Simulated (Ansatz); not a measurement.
Reaction (redistribution): `NC[SiH2]P` + `CNP` → `CN[SiH2]CN` + `PP`

Program: Ansatz. Geometries: PBE0-D4/def2-TZVP. ΔE: electronic, gas phase. CCSD(T)/CBS adds triple-zeta CCSD(T) − MP2 to the extrapolated MP2 energy (def2 sets, frozen cores). This one scheme is used for every species. DFT in def2-TZVPP. One conformer a species, not always the lowest.

```
         level  ΔE (kJ/mol)
       ωB97M-V        -51.4
        r2SCAN        -51.8
 HF/def2-QZVPP        -49.3
MP2/def2-QZVPP        -53.3
```

What does CCSD(T)/CBS give? (Estimate.)

Computed: -52.6 kJ/mol. The listed levels differ from it by 1.2, 0.8, 3.3, -0.7 kJ/mol.

Largest T1 diagnostic among the species: 0.014.
